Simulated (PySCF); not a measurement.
PySCF job for C2H2N3, SMILES [c]1nc[nH]n1, multiplicity 2, TDA-PBE0/def2-SVPD. Geometry: B3LYP-D3(BJ)/def2-SVP. The isomer is the one that the SMILES or the coordinates give; other isomers of the formula were not compared.

```python
import numpy as np
from pyscf import gto, scf, dft, tdscf

mol = gto.M(
    atom='''
    C     1.15419123    0.00040222    0.00000000
    N     0.48029917   -1.11901297    0.00000000
    N    -0.79530250   -0.64235100    0.00000000
    C    -0.78630138    0.71209909    0.00000000
    N     0.46753358    1.14485884    0.00000000
    H    -1.58467196   -1.28058756    0.00000000
    H    -1.69037876    1.32111560    0.00000000
    ''',
    basis='def2-SVPD',
    charge=0,
    spin=1,
    max_memory=1600,
    verbose=4,
)
mf = dft.UKS(mol, xc='pbe0').density_fit(auxbasis='def2-universal-jkfit')
mf.grids.level = 3
mf.conv_tol = 1e-9
mf.max_cycle = 100
mf.kernel()
fine, coarse = mf.grids, dft.Grids(mol).set(level=1).build(with_non0tab=True)
for _ in range(3):  # follow internal instabilities
    mf.grids = coarse
    mo, _, stable, _ = mf.stability(return_status=True, nroots=4)
    mf.grids = fine
    if stable:
        break
    mf.kernel(mf.make_rdm1(mo, mf.mo_occ))
mf.grids = dft.Grids(mol).set(level=1).build(with_non0tab=True)  # coarser grid for the response kernel
td = tdscf.TDA(mf)
td.nstates = 10
td.conv_tol = 1e-4
td.kernel(x0=td.get_init_guess(mf, 15))
td.analyze()
```

Program output:

```
PySCF version 2.14.0

[INPUT] verbose = 4
[INPUT] num. atoms = 7
[INPUT] num. electrons = 35
[INPUT] charge = 0
[INPUT] spin (= nelec alpha-beta = 2S) = 1
[INPUT] symmetry False subgroup None
[INPUT] Mole.unit = angstrom
[INPUT] Symbol           X                Y                Z      unit          X                Y                Z       unit  Magmom
[INPUT]  1 C      1.154191230000   0.000402220000   0.000000000000 AA    2.181105320075   0.000760085642   0.000000000000 Bohr   0.0
[INPUT]  2 N      0.480299170000  -1.119012970000   0.000000000000 AA    0.907633889156  -2.114628043136   0.000000000000 Bohr   0.0
[INPUT]  3 N     -0.795302500000  -0.642351000000   0.000000000000 AA   -1.502903911182  -1.213867465840   0.000000000000 Bohr   0.0
[INPUT]  4 C     -0.786301380000   0.712099090000   0.000000000000 AA   -1.485894259568   1.345672253652   0.000000000000 Bohr   0.0
[INPUT]  5 N      0.467533580000   1.144858840000   0.000000000000 AA    0.883510420237   2.163469658887   0.000000000000 Bohr   0.0
[INPUT]  6 H     -1.584671960000  -1.280587560000   0.000000000000 AA   -2.994596001678  -2.419959766925   0.000000000000 Bohr   0.0
[INPUT]  7 H     -1.690378760000   1.321115600000   0.000000000000 AA   -3.194352903182   2.496546662890   0.000000000000 Bohr   0.0

nuclear repulsion = 157.020597700658
number of shells = 48
number of NR pGTOs = 170
number of NR cGTOs = 116
basis = def2-SVPD
ecp = {}


[settings echo left out]
init E= -242.108971021186
  alpha nocc = 18  HOMO = -0.215391954585271  LUMO = -0.0404855242919733
  beta  nocc = 17  HOMO = -0.275313892295757  LUMO = -0.215391954585271

WARN: HOMO -0.215391954585271 >= LUMO -0.215391954585271

cycle= 1 E= -241.08191741714  delta_E= 1.03  |g|= 0.275  |ddm|= 2.92
  alpha nocc = 18  HOMO = -0.255274268747097  LUMO = -0.0271468248143152
  beta  nocc = 17  HOMO = -0.262603846832061  LUMO = -0.107738289524999
  HOMO = -0.255274268747  LUMO = -0.107738289525  gap/eV = 4.01466
cycle= 2 E= -241.028509343778  delta_E= 0.0534  |g|= 0.464  |ddm|= 1.06
  alpha nocc = 18  HOMO = -0.296820480963187  LUMO = -0.0153015233141121
  beta  nocc = 17  HOMO = -0.299843697030133  LUMO = -0.112590173097781
  HOMO = -0.296820480963  LUMO = -0.112590173098  gap/eV = 5.01316
cycle= 3 E= -241.123640695783  delta_E= -0.0951  |g|= 0.0473  |ddm|= 0.675
  alpha nocc = 18  HOMO = -0.293121150727034  LUMO = -0.0151768906811185
  beta  nocc = 17  HOMO = -0.29980791120864  LUMO = -0.0991954436648692
  HOMO = -0.293121150727  LUMO = -0.0991954436649  gap/eV = 5.27699
cycle= 4 E= -241.124238791349  delta_E= -0.000598  |g|= 0.0365  |ddm|= 0.101
  alpha nocc = 18  HOMO = -0.298223075716875  LUMO = -0.0137514364678935
  beta  nocc = 17  HOMO = -0.298138456077975  LUMO = -0.100823449072864
  HOMO = -0.298138456078  LUMO = -0.100823449073  gap/eV = 5.36921
cycle= 5 E= -241.124851200211  delta_E= -0.000612  |g|= 0.0121  |ddm|= 0.0611
  alpha nocc = 18  HOMO = -0.298872897274169  LUMO = -0.0138964470178937
  beta  nocc = 17  HOMO = -0.299193363602414  LUMO = -0.099260614289669
  HOMO = -0.298872897274  LUMO = -0.0992606142897  gap/eV = 5.43173
cycle= 6 E= -241.124940189236  delta_E= -8.9e-05  |g|= 0.00545  |ddm|= 0.022
  alpha nocc = 18  HOMO = -0.298357254165945  LUMO = -0.0141496277191306
  beta  nocc = 17  HOMO = -0.29873703084353  LUMO = -0.0979061151444198
  HOMO = -0.298357254166  LUMO = -0.0979061151444  gap/eV = 5.45455
cycle= 7 E= -241.124963483482  delta_E= -2.33e-05  |g|= 0.0024  |ddm|= 0.00984
  alpha nocc = 18  HOMO = -0.298600163010053  LUMO = -0.0139309345781706
  beta  nocc = 17  HOMO = -0.298676632469771  LUMO = -0.0977623537845553
  HOMO = -0.29860016301  LUMO = -0.0977623537846  gap/eV = 5.46508
cycle= 8 E= -241.124974360082  delta_E= -1.09e-05  |g|= 0.00108  |ddm|= 0.00788
  alpha nocc = 18  HOMO = -0.298750779155218  LUMO = -0.0140889172311525
  beta  nocc = 17  HOMO = -0.298841275742276  LUMO = -0.0977923218601893
  HOMO = -0.298750779155  LUMO = -0.0977923218602  gap/eV = 5.46836
cycle= 9 E= -241.124977059597  delta_E= -2.7e-06  |g|= 0.000654  |ddm|= 0.00363
  alpha nocc = 18  HOMO = -0.298672758903146  LUMO = -0.0140319089742591
  beta  nocc = 17  HOMO = -0.298832496371823  LUMO = -0.0977061068029954
  HOMO = -0.298672758903  LUMO = -0.097706106803  gap/eV = 5.46858
cycle= 10 E= -241.124977925749  delta_E= -8.66e-07  |g|= 0.000325  |ddm|= 0.00239
  alpha nocc = 18  HOMO = -0.298643865319907  LUMO = -0.0140023765826016
  beta  nocc = 17  HOMO = -0.298800098237423  LUMO = -0.0976746048356785
  HOMO = -0.29864386532  LUMO = -0.0976746048357  gap/eV = 5.46865
cycle= 11 E= -241.124978070244  delta_E= -1.44e-07  |g|= 0.000167  |ddm|= 0.000898
  alpha nocc = 18  HOMO = -0.298668153734652  LUMO = -0.0140050853741638
  beta  nocc = 17  HOMO = -0.298819552660115  LUMO = -0.0977048801837324
  HOMO = -0.298668153735  LUMO = -0.0977048801837  gap/eV = 5.46849
cycle= 12 E= -241.124978108178  delta_E= -3.79e-08  |g|= 8.45e-05  |ddm|= 0.000528
  alpha nocc = 18  HOMO = -0.298667688811717  LUMO = -0.0140054946345249
  beta  nocc = 17  HOMO = -0.298823654556443  LUMO = -0.0977029208323659
  HOMO = -0.298667688812  LUMO = -0.0977029208324  gap/eV = 5.46853
cycle= 13 E= -241.124978113459  delta_E= -5.28e-09  |g|= 4.38e-05  |ddm|= 0.000182
  alpha nocc = 18  HOMO = -0.298665763818103  LUMO = -0.0139972683479894
  beta  nocc = 17  HOMO = -0.298817438597011  LUMO = -0.0976995201029331
  HOMO = -0.298665763818  LUMO = -0.0976995201029  gap/eV = 5.46857
cycle= 14 E= -241.124978115323  delta_E= -1.86e-09  |g|= 1.1e-05  |ddm|= 0.000109
  alpha nocc = 18  HOMO = -0.29866560544391  LUMO = -0.013997252745158
  beta  nocc = 17  HOMO = -0.298818143023254  LUMO = -0.097697867578431
  HOMO = -0.298665605444  LUMO = -0.0976978675784  gap/eV = 5.46861
cycle= 15 E= -241.124978115463  delta_E= -1.4e-10  |g|= 1.08e-05  |ddm|= 3.42e-05
  alpha nocc = 18  HOMO = -0.298668125747339  LUMO = -0.0139959620228836
  beta  nocc = 17  HOMO = -0.298816323881579  LUMO = -0.0976997505544852
  HOMO = -0.298668125747  LUMO = -0.0976997505545  gap/eV = 5.46863
Extra cycle  E= -241.124978115342  delta_E= 1.21e-10  |g|= 2.04e-05  |ddm|= 3.86e-05
converged SCF energy = -241.124978115342  <S^2> = 0.75843993  2S+1 = 2.0084222
tot grids = 30664
uhf_internal: lowest eigs of H = [0.21184504 0.233948   0.28681815 0.31735935]
<class 'pyscf.df.df_jk.DFUKS'> wavefunction is stable in the internal stability analysis
tot grids = 30664


******** <class 'pyscf.tdscf.uks.TDA'> for <class 'pyscf.df.df_jk.DFUKS'> ********
nstates = 10
deg_eia_thresh = 1.000e-03
wfnsym = None
conv_tol = 0.0001
eigh lindep = 1e-12
eigh level_shift = 0
eigh max_cycle = 100


Excitation energies (eV)
[3.21509993 3.99919642 4.45987405 4.81439447 5.531251   5.76822688
 5.91060069 5.97896982 6.45329892 6.67072642]

** Excitation energies and oscillator strengths **
Excited State   1:      3.21510 eV    385.63 nm  f=0.0015
      15b ->   18b     -0.12770
      17b ->   18b     -0.97978
Excited State   2:      3.99920 eV    310.02 nm  f=0.0058
      16b ->   18b      0.99289
Excited State   3:      4.45987 eV    278.00 nm  f=0.0002
      15b ->   18b      0.98256
      17b ->   18b     -0.13913
Excited State   4:      4.81439 eV    257.53 nm  f=0.0000
      17a ->   19a      0.68016
      17a ->   21a     -0.10611
      15b ->   19b      0.10708
      17b ->   19b     -0.68304
      17b ->   22b      0.12906
Excited State   5:      5.53125 eV    224.15 nm  f=0.0031
      14b ->   18b     -0.98200
Excited State   6:      5.76823 eV    214.94 nm  f=0.0006
      16a ->   19a     -0.17606
      18a ->   19a     -0.92631
      16b ->   19b      0.25879
Excited State   7:      5.91060 eV    209.77 nm  f=0.0008
      16a ->   19a      0.57347
      18a ->   19a     -0.30023
      18a ->   21a      0.20702
      14b ->   22b      0.11528
      16b ->   19b     -0.70231
Excited State   8:      5.97897 eV    207.37 nm  f=0.0005
      15a ->   19a     -0.65941
      15a ->   21a     -0.13081
      15b ->   19b      0.70149
      17b ->   19b      0.16158
Excited State   9:      6.45330 eV    192.13 nm  f=0.0061
      14a ->   19a     -0.10672
      16a ->   19a     -0.73380
      16a ->   21a      0.17873
      18a ->   21a      0.11047
      14b ->   19b      0.16408
      16b ->   19b     -0.59367
      16b ->   22b     -0.11876
Excited State  10:      6.67073 eV    185.86 nm  f=0.0007
      12a ->   19a      0.12081
      17a ->   21a     -0.74039
      12b ->   19b     -0.13221
      17b ->   19b      0.14407
      17b ->   22b      0.59998

** Transition electric dipole moments (AU) **
state          X           Y           Z        Dip. S.      Osc.
  1         0.0000      0.0000      0.1366      0.0187      0.0015
  2        -0.0392      0.2397      0.0000      0.0590      0.0058
  3         0.0000     -0.0000     -0.0456      0.0021      0.0002
  4        -0.0134     -0.0122      0.0000      0.0003      0.0000
  5        -0.1244      0.0850      0.0000      0.0227      0.0031
  6        -0.0000      0.0000      0.0647      0.0042      0.0006
  7         0.0000     -0.0000      0.0735      0.0054      0.0008
  8        -0.0196      0.0578      0.0000      0.0037      0.0005
  9        -0.0000      0.0000     -0.1968      0.0387      0.0061
 10         0.0104      0.0636      0.0000      0.0042      0.0007

** Transition velocity dipole moments (imaginary part, AU) **
state          X           Y           Z        Dip. S.      Osc.
  1        -0.0000     -0.0000      0.0166      0.0003      0.0016
  2        -0.0010     -0.0494      0.0000      0.0024      0.0111
  3         0.0000      0.0000     -0.0060      0.0000      0.0001
  4        -0.0054      0.0023      0.0000      0.0000      0.0001
  5        -0.0085      0.0035     -0.0000      0.0001      0.0003
  6        -0.0000      0.0000      0.0032      0.0000      0.0000
  7         0.0000      0.0000      0.0032      0.0000      0.0000
  8         0.0010     -0.0042     -0.0000      0.0000      0.0001
  9        -0.0000      0.0000      0.0289      0.0008      0.0024
 10        -0.0114     -0.0066     -0.0000      0.0002      0.0005

** Transition magnetic dipole moments (imaginary part, AU) **
state          X           Y           Z
  1         0.0966     -0.3571      0.0000
  2         0.0000      0.0000      0.1725
  3         0.2169      0.0814     -0.0000
  4         0.0000      0.0000     -0.0569
  5         0.0000      0.0000     -0.0303
  6         0.2028      0.1516      0.0000
  7         0.1554      0.2291     -0.0000
  8         0.0000      0.0000      0.0675
  9        -0.1902     -0.0945     -0.0000
 10        -0.0000      0.0000     -0.0074
```

The run converged.

Cost: around 90 core-seconds (rough).
